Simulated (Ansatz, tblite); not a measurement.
Cost and result up the ladder for InH2(CN) (CH₂InN) (5 atoms). Total charge 0; singlet. Geometry: PBE-D4/def2-TZVP.

Cartesian coordinates in Å:
```
In -0.4320 0.6887 0.0282
H 0.3271 2.0202 -0.7406
H -1.9301 0.5427 0.8498
C 0.7055 -1.1327 -0.0510
N 1.3295 -2.1189 -0.0864
```

Ansatz on 4 threads of Arm Neoverse V2 on a shared host; xTB runs through tblite on one thread. Times are rough, summed over both states, and most runs start from the orbitals of an earlier one. PBE0-D4/def2-TZVP serves as the yardstick here, not as an exact answer. The other state is a triplet.

In the def2 sets In takes a core potential; there is no spin–orbit coupling. The xTB rows come from tblite.

xTB has no spin-polarisation term.

| level | functions | vertical triplet (eV) | difference from PBE0-D4/def2-TZVP (eV) |
| --- | --- | --- | --- |
| r2SCAN-D4/def2-TZVP (with forces) | 124 | 4.43 | -0.28 |
| PBE0-D4/def2-TZVP | 124 | 4.71 | 0.00 |
| GFN2-xTB | 19 | 4.38 | -0.33 |
| PBE-D4/def2-TZVP | 124 | 4.35 | -0.36 |
| GFN1-xTB | 21 | 5.47 | 0.76 |

Question: Estimate how long each takes.

Answer: GFN1-xTB 0.005 s; GFN2-xTB 0.005 s; PBE-D4/def2-TZVP 2.9 s; PBE0-D4/def2-TZVP 3.1 s; r2SCAN-D4/def2-TZVP (with forces) 4.8 s. On shared hardware such times vary by a factor of up to 3.
